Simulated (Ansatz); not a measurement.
Species: C5H5S, charge -1, multiplicity 1. It need not be the lowest isomer of its formula. Whether it binds its extra electron was not tested at this geometry. 
Geometry from a B3LYP-D3(BJ)/def2-TZVP (Ansatz, an electronic-structure program) optimisation:
SMILES: c1([CH2-])cccs1
```xyz
11

C     -2.2544    -0.2494    -0.1019
C     -0.8912    -0.2273     0.0994
C     -0.0648    -0.9399     1.0096
C      1.3073    -0.6412     0.9122
C      1.6459     0.2858    -0.0382
S      0.1856     0.8281    -0.8683
H     -2.8786    -0.8986     0.4997
H     -2.7354     0.3659    -0.8494
H     -0.4791    -1.6509     1.7130
H      2.0528    -1.1122     1.5466
H      2.6133     0.6773    -0.3033
```
Charge -1, spin multiplicity 1.

Task: Give the harmonic wavenumbers at B3LYP-D3(BJ)/def2-TZVP (Ansatz, finite differences of forces, unscaled).

Result: 167, 229, 334, 387, 431, 490, 533, 606, 618, 630, 714, 820, 825, 951, 1068, 1078, 1190, 1265, 1375, 1444, 1503, 1534, 3126, 3130, 3168, 3207, 3239 cm⁻¹. Zero-point energy 48.7 kcal/mol.

Task: From these and the geometry, give the ideal-gas thermochemistry at 298.15 K and 1 atm (rigid rotor, harmonic oscillator).

Result: Point group Cs, rotational symmetry number 1. Rotational constants 5.245, 3.283, 2.019 GHz. S(trans) 39.63, S(rot) 26.63, S(vib) 11.05, S(elec, spin only) 0.00, S 77.3 cal/(mol K). H(298) - H(0) 4.51 kcal/mol; G - E(el) 30.2 kcal/mol.
